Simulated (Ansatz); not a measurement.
**Nudged elastic band run: H$_{4}$OSSi$_{2}$**

The input (input.yaml):

```yaml
crystal:
  periodic: [false, false, false]
  atoms:
    - { symbol: O, position_ang: [-0.263785, 2.09228, -0.539847] }
    - { symbol: Si, position_ang: [-0.410623, 0.721211, 0.412048] }
    - { symbol: Si, position_ang: [0.65632, -1.258723, 0.096944] }
    - { symbol: S, position_ang: [-1.488957, -0.994927, -0.357955] }
    - { symbol: H, position_ang: [-0.003196, 1.931838, -1.464892] }
    - { symbol: H, position_ang: [-0.848776, 1.241446, 1.740265] }
    - { symbol: H, position_ang: [1.504591, -1.524168, -1.116214] }
    - { symbol: H, position_ang: [0.946626, -2.266057, 1.173852] }
basis:
  gaussian: { orbitals: def2-SVP }
hamiltonian:
  xc: pbe
neb:
  order_check: false
  images: 7
  f_tol: 0.05
  max_iterations: 60
  final_atoms:
    - { symbol: O, position_ang: [-0.04371913, 1.7827293, -0.06903953] }
    - { symbol: Si, position_ang: [-0.62135813, 0.21786659, 1.35713933] }
    - { symbol: Si, position_ang: [0.68045481, -1.3245108, 0.14917363] }
    - { symbol: S, position_ang: [-1.39481302, -0.94068085, -0.41803659] }
    - { symbol: H, position_ang: [-0.48658221, 1.32704764, -0.8309206] }
    - { symbol: H, position_ang: [-0.5932293, 2.57402695, 0.11131338] }
    - { symbol: H, position_ang: [1.65038439, -0.94685728, -0.93954982] }
    - { symbol: H, position_ang: [0.90106259, -2.74672155, 0.5841212] }
  initial_path:
    images:
      - { positions_ang: [[-0.263785, 2.09228, -0.539847], [-0.410623, 0.721211, 0.412048], [0.65632, -1.258723, 0.096944], [-1.488957, -0.994927, -0.357955], [-0.003196, 1.931838, -1.464892], [-0.848776, 1.241446, 1.740265], [1.504591, -1.524168, -1.116214], [0.946626, -2.266057, 1.173852]] }
      - { positions_ang: [[-0.23972452, 2.03095154, -0.46909875], [-0.40082044, 0.67956808, 0.48273538], [0.65685202, -1.27790769, 0.10960763], [-1.41483328, -0.96541977, -0.4168729], [-0.1760683, 1.90479692, -1.38096349], [-0.75453379, 1.37841271, 1.54890137], [1.54935246, -1.48341633, -1.07657521], [0.87197585, -2.32408548, 1.14646697]] }
      - { positions_ang: [[-0.21566404, 1.96962309, -0.3983505], [-0.39101788, 0.63792517, 0.55342276], [0.65738403, -1.29709238, 0.12227127], [-1.34070956, -0.93591253, -0.4757908], [-0.3489406, 1.87775584, -1.29703498], [-0.66029159, 1.51537943, 1.35753774], [1.59411393, -1.44266466, -1.03693642], [0.79732571, -2.38211396, 1.11908194]] }
      - { positions_ang: [[-0.19160356, 1.90829463, -0.32760225], [-0.38121532, 0.59628225, 0.62411014], [0.65791605, -1.31627706, 0.1349349], [-1.26658585, -0.9064053, -0.5347087], [-0.52181289, 1.85071476, -1.21310646], [-0.56604938, 1.65234614, 1.16617411], [1.63887539, -1.40191299, -0.99729763], [0.72267556, -2.44014245, 1.09169691]] }
      - { positions_ang: [[-0.16754307, 1.84696618, -0.25685401], [-0.37141276, 0.55463934, 0.69479751], [0.65844807, -1.33546175, 0.14759853], [-1.19246213, -0.87689807, -0.5936266], [-0.69468519, 1.82367369, -1.12917795], [-0.47180718, 1.78931286, 0.97481047], [1.68363685, -1.36116132, -0.95765884], [0.64802541, -2.49817093, 1.06431188]] }
      - { positions_ang: [[-0.13658709, 1.83090696, -0.20990039], [-0.4338991, 0.47044615, 0.86038297], [0.66394975, -1.33272402, 0.14799231], [-1.24304985, -0.89284376, -0.5497291], [-0.64265945, 1.69951717, -1.05461361], [-0.50216271, 1.98549138, 0.7589362], [1.67532374, -1.25758531, -0.95313158], [0.71128471, -2.56030858, 0.94426421]] }
      - { positions_ang: [[-0.1056311, 1.81484774, -0.16294677], [-0.49638545, 0.38625296, 1.02596842], [0.66945144, -1.32998628, 0.14838608], [-1.29363757, -0.90878946, -0.50583159], [-0.5906337, 1.57536066, -0.98004928], [-0.53251824, 2.1816699, 0.54306193], [1.66701062, -1.1540093, -0.94860433], [0.774544, -2.62244624, 0.82421654]] }
      - { positions_ang: [[-0.07467511, 1.79878852, -0.11599315], [-0.55887179, 0.30205978, 1.19155388], [0.67495313, -1.32724854, 0.14877985], [-1.34422529, -0.92473515, -0.46193409], [-0.53860796, 1.45120415, -0.90548494], [-0.56287377, 2.37784843, 0.32718765], [1.65869751, -1.05043329, -0.94407707], [0.8378033, -2.68458389, 0.70416887]] }
      - { positions_ang: [[-0.04371913, 1.7827293, -0.06903953], [-0.62135813, 0.21786659, 1.35713933], [0.68045481, -1.3245108, 0.14917363], [-1.39481302, -0.94068085, -0.41803659], [-0.48658221, 1.32704764, -0.8309206], [-0.5932293, 2.57402695, 0.11131338], [1.65038439, -0.94685728, -0.93954982], [0.90106259, -2.74672155, 0.5841212]] }
```

Run as:

```bash
$ ansatz run input.yaml --threads 2 --pin off --max-ram 3072MiB --backend cpu --events-out ev --progress --plain --runs-dir out
```

Output, in part (warnings, iteration lines, the closing report on the highest movable image, with atoms numbered from 0):

```
NEB end point (image 0): max|allowed force component| = 1.143e-2 eV/Å (the criterion of neb.relax_end_points is 1.000e-2)
NEB end point (image 8): max|allowed force component| = 1.416e-2 eV/Å (the criterion of neb.relax_end_points is 1.000e-2)
NEB iter   1: max|band force component| = 8.752e0 eV/Å  barrier→ = 4.6232 eV  barrier← = 3.2993 eV  Δτ_max = 0.1964 Å  (240 SCF iters)
NEB iter   2: max|band force component| = 4.329e0 eV/Å  barrier→ = 3.0373 eV  barrier← = 1.7134 eV  Δτ_max = 0.1691 Å  (218 SCF iters)
NEB iter   3: max|band force component| = 1.964e0 eV/Å  barrier→ = 2.5750 eV  barrier← = 1.2511 eV  Δτ_max = 0.1358 Å  (202 SCF iters)
NEB iter   4: max|band force component| = 6.745e-1 eV/Å  barrier→ = 2.4422 eV  barrier← = 1.1183 eV  Δτ_max = 0.1187 Å  (200 SCF iters)
NEB iter   5: max|band force component| = 1.185e0 eV/Å  barrier→ = 2.3728 eV  barrier← = 1.0489 eV  CI = image 4  Δτ_max = 0.1017 Å  (207 SCF iters)
NEB iter   6: max|band force component| = 5.966e-1 eV/Å  barrier→ = 2.5385 eV  barrier← = 1.2146 eV  CI = image 4  Δτ_max = 0.0559 Å  (208 SCF iters)
NEB iter   7: max|band force component| = 2.461e-1 eV/Å  barrier→ = 2.5301 eV  barrier← = 1.2063 eV  CI = image 4  Δτ_max = 0.0413 Å  (202 SCF iters)
NEB iter   8: max|band force component| = 1.111e-1 eV/Å  barrier→ = 2.5274 eV  barrier← = 1.2036 eV  CI = image 4  Δτ_max = 0.0244 Å  (206 SCF iters)
NEB iter   9: max|band force component| = 7.136e-2 eV/Å  barrier→ = 2.5256 eV  barrier← = 1.2017 eV  CI = image 4  Δτ_max = 0.0207 Å  (208 SCF iters)
NEB iter  10: max|band force component| = 3.631e-2 eV/Å  barrier→ = 2.5249 eV  barrier← = 1.2011 eV  CI = image 4  Δτ_max = 0.0000 Å  (405 SCF iters)
Total energy: -28676.96706215 eV, -1053.8591015876 hartree
Atom 0 at     0.014018     2.001080    -0.276606 Å, force     0.010136    -0.013664     0.007121 eV/Å
Atom 1 at    -0.379957     0.474416     0.822744 Å, force    -0.005898    -0.012503    -0.020535 eV/Å
Atom 2 at     0.679481    -1.444181     0.123395 Å, force    -0.025980     0.006882     0.007666 eV/Å
Atom 3 at    -1.381566    -1.006481    -0.458929 Å, force     0.026630     0.004585     0.009793 eV/Å
Atom 4 at    -0.539941     1.981912    -1.091101 Å, force    -0.012083    -0.006919     0.005831 eV/Å
Atom 5 at    -0.805578     2.033298     0.825059 Å, force     0.000931     0.017404     0.000010 eV/Å
Atom 6 at     1.668117    -1.449335    -1.007255 Å, force     0.007023     0.002201    -0.006156 eV/Å
Atom 7 at     0.837626    -2.647810     1.006893 Å, force    -0.000757     0.002014    -0.003730 eV/Å
Dipole moment:     0.077190     0.137492    -0.113467 e Å
```

It converged. A vibrational analysis at the climbing image gives one clearly imaginary mode, 1278i cm⁻¹: a first-order saddle point. The orbitals stay closed-shell, which can raise the energy where a bond breaks towards radicals; this wasn't checked here.

Final band (atoms are numbered from 1 in the order of the input):

| image | path coordinate (Å) | energy (eV) | O1–Si2 (Å) | Si2–H6 (Å) | O1–H6 (Å) |
| --- | --- | --- | --- | --- | --- |
| 0 | 0.00 | 0.00 | 1.68 | 1.49 | 2.50 |
| 1 | 0.55 | 0.07 | 1.68 | 1.49 | 2.54 |
| 2 | 1.11 | 0.27 | 1.68 | 1.50 | 2.46 |
| 3 | 1.66 | 1.34 | 1.72 | 1.50 | 1.96 |
| 4 | 2.21 | 2.52 | 1.92 | 1.62 | 1.37 |
| 5 | 2.66 | 1.77 | 2.14 | 1.97 | 1.02 |
| 6 | 3.11 | 1.46 | 2.23 | 2.40 | 0.98 |
| 7 | 3.55 | 1.36 | 2.21 | 2.60 | 0.98 |
| 8 | 4.00 | 1.32 | 2.19 | 2.67 | 0.98 |

Run time: 110 s on 2 threads of Intel(R) Xeon(R) Platinum 8488C (Sapphire Rapids), with other jobs on the host, peak memory 0.14 GiB.
